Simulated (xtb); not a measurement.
xtb input (GFN1-xTB):

```bash
xtb mol.xyz --gfn 1 --sp --chrg 0 --uhf 0
```
mol.xyz:
```
7

B      0.86898149    -0.01908620     0.04804700
C     -0.68042635     0.03011614    -0.00855566
H      1.43617382    -0.96026324     0.51593106
H      1.52837762     0.85392089    -0.43100645
H     -1.10901199     1.03181344    -0.06663557
H     -0.92833931    -0.45791073    -0.96767820
H     -1.18954946    -0.55282617     0.76048813
```

Output:

```
           -------------------------------------------------
          |                Calculation Setup                |
           -------------------------------------------------

           -------------------------------------------------
          |                 G F N 1 - x T B                 |
           -------------------------------------------------

        Reference                      10.1021/acs.jctc.7b00118
      * Hamiltonian:
        H0-scaling (s, p, d)           1.850000    2.250000    2.000000
        zeta-weighting                 0.000000
      * Dispersion:
        s8                             2.400000
        a1                             0.630000
        a2                             5.000000
        s9                             0.000000
      * Repulsion:
        kExp                           1.500000
        rExp                           1.000000
      * Coulomb:
        alpha                          2.000000
        third order                    atomic
        anisotropic                    false
      * Halogen bond correction:
        rad-scale                      1.300000
        damping                        0.440000

          ...................................................
          :                      SETUP                      :
          :.................................................:
          :  # basis functions                  18          :
          :  # atomic orbitals                  18          :
          :  # shells                           14          :
          :  # electrons                        12          :
          :  # halogen bonds                     0          :
          :  max. iterations                   250          :
          :  Hamiltonian                  GFN1-xTB          :
          :  restarted?                      false          :
          :  GBSA solvation                  false          :
          :  PC potential                    false          :
          :  electronic temp.          300.0000000     K    :
          :  accuracy                    1.0000000          :
          :  -> integral cutoff          0.2500000E+02      :
          :  -> integral neglect         0.1000000E-07      :
          :  -> SCF convergence          0.1000000E-05 Eh   :
          :  -> wf. convergence          0.2000000E-04 e    :
          :  Broyden damping             0.4000000          :
          :  net charge                          0          :
          :  unpaired electrons                  0          :
          ...................................................

 iter      E             dE          RMSdq      gap      omega  full diag
   1     -6.2510676 -0.625107E+01  0.762E+00    5.39       0.0  T
   2     -6.2579351 -0.686747E-02  0.459E+00    5.16       1.0  T
   3     -6.2582029 -0.267818E-03  0.994E-01    4.48       1.0  T
   4     -6.2607904 -0.258747E-02  0.404E-01    4.69       1.0  T
   5     -6.2611298 -0.339454E-03  0.585E-02    4.83       1.0  T
   6     -6.2611397 -0.988825E-05  0.123E-02    4.81       3.1  T
   7     -6.2611401 -0.424400E-06  0.819E-04    4.81      46.1  T
   8     -6.2611401 -0.261308E-08  0.457E-04    4.81      82.6  T
   9     -6.2611401 -0.582327E-09  0.275E-05    4.81    1376.7  T
  10     -6.2611401  0.560441E-12  0.271E-05    4.81    1396.7  T

   *** convergence criteria satisfied after 10 iterations ***

         #    Occupation            Energy/Eh            Energy/eV
      -------------------------------------------------------------
         1        2.0000           -0.6261209             -17.0376
         2        2.0000           -0.5598997             -15.2356
         3        2.0000           -0.5230782             -14.2337
         4        2.0000           -0.5152161             -14.0197
         5        2.0000           -0.4636247             -12.6159
         6        2.0000           -0.4502948             -12.2531 (HOMO)
         7                         -0.2735159              -7.4427 (LUMO)
         8                         -0.1279446              -3.4815
         9                         -0.0735113              -2.0003
        10                         -0.0689724              -1.8768
        11                         -0.0585932              -1.5944
       ...                                ...                  ...
        18                          0.4655649              12.6687
      -------------------------------------------------------------
                  HL-Gap            0.1767789 Eh            4.8104 eV
             Fermi-level           -0.3619053 Eh           -9.8479 eV

 SCC (total)                   0 d,  0 h,  0 min,  0.003 sec
 SCC setup                      ...        0 min,  0.000 sec (  2.302%)
 Dispersion                     ...        0 min,  0.000 sec (  1.050%)
 classical contributions        ...        0 min,  0.000 sec (  0.461%)
 integral evaluation            ...        0 min,  0.001 sec ( 21.609%)
 iterations                     ...        0 min,  0.001 sec ( 33.702%)
 molecular gradient             ...        0 min,  0.001 sec ( 37.371%)
 printout                       ...        0 min,  0.000 sec (  3.259%)

         :::::::::::::::::::::::::::::::::::::::::::::::::::::
         ::                     SUMMARY                     ::
         :::::::::::::::::::::::::::::::::::::::::::::::::::::
         :: total energy              -6.174181485329 Eh    ::
         :: gradient norm              0.011399983435 Eh/a0 ::
         :: HOMO-LUMO gap              4.810399331263 eV    ::
         ::.................................................::
         :: SCC energy                -6.261140147427 Eh    ::
         :: -> electrostatic           0.002044258916 Eh    ::
         :: repulsion energy           0.088051504189 Eh    ::
         :: dispersion energy         -0.001092842092 Eh    ::
         :: halogen bond corr.         0.000000000000 Eh    ::
         :: add. restraining           0.000000000000 Eh    ::
         :: total charge               0.000000000000 e     ::
         :::::::::::::::::::::::::::::::::::::::::::::::::::::

           -------------------------------------------------
          |                Property Printout                |
           -------------------------------------------------

    * Orbital Energies and Occupations

         #    Occupation            Energy/Eh            Energy/eV
      -------------------------------------------------------------
         1        2.0000           -0.6261209             -17.0376
         2        2.0000           -0.5598997             -15.2356
         3        2.0000           -0.5230782             -14.2337
         4        2.0000           -0.5152161             -14.0197
         5        2.0000           -0.4636247             -12.6159
         6        2.0000           -0.4502948             -12.2531 (HOMO)
         7                         -0.2735159              -7.4427 (LUMO)
         8                         -0.1279446              -3.4815
         9                         -0.0735113              -2.0003
        10                         -0.0689724              -1.8768
        11                         -0.0585932              -1.5944
        12                         -0.0407418              -1.1086
        13                          0.1508973               4.1061
        14                          0.2127001               5.7879
        15                          0.2368982               6.4463
        16                          0.3302212               8.9858
        17                          0.4425514              12.0424
        18                          0.4655649              12.6687
      -------------------------------------------------------------
Note: The following floating-point exceptions are signalling: IEEE_DENORMAL
normal termination of xtb
                  HL-Gap            0.1767789 Eh            4.8104 eV
             Fermi-level           -0.3619053 Eh           -9.8479 eV

  Mulliken/CM5 charges         n(s)   n(p)   n(d)
     1B     0.22032 -0.06872   1.042  1.738  0.000
     2C    -0.17631 -0.25722   1.029  3.148  0.000
     3H    -0.08852  0.01313   1.089  0.000  0.000
     4H    -0.08852  0.01313   1.089  0.000  0.000
     5H     0.03744  0.09255   0.963  0.000  0.000
     6H     0.05814  0.11460   0.942  0.000  0.000
     7H     0.03744  0.09255   0.963  0.000  0.000

Wiberg/Mayer (AO) data.
largest (>0.10) Wiberg bond orders for each atom

 ---------------------------------------------------------------------------
     #   Z sym  total        # sym  WBO       # sym  WBO       # sym  WBO
 ---------------------------------------------------------------------------
     1   5 B    3.106 --     2 C    1.084     4 H    0.969     3 H    0.969
     2   6 C    3.978 --     1 B    1.084     5 H    0.975     7 H    0.975
                             6 H    0.932
     3   1 H    0.998 --     1 B    0.969
     4   1 H    0.998 --     1 B    0.969
     5   1 H    1.005 --     2 C    0.975
     6   1 H    1.001 --     2 C    0.932
     7   1 H    1.005 --     2 C    0.975
 ---------------------------------------------------------------------------

Topologies differ in total number of bonds
Writing topology from bond orders to xtbtopo.mol

 dipole moment from electron density (au)
     X       Y       Z
  -0.3349  -0.0351  -0.0998  total (Debye):    0.893

           -------------------------------------------------
          | TOTAL ENERGY               -6.174181485329 Eh   |
          | GRADIENT NORM               0.011399983435 Eh/α |
          | HOMO-LUMO GAP               4.810399331263 eV   |
           -------------------------------------------------

------------------------------------------------------------------------
------------------------------------------------------------------------
 total:
 SCF:
```
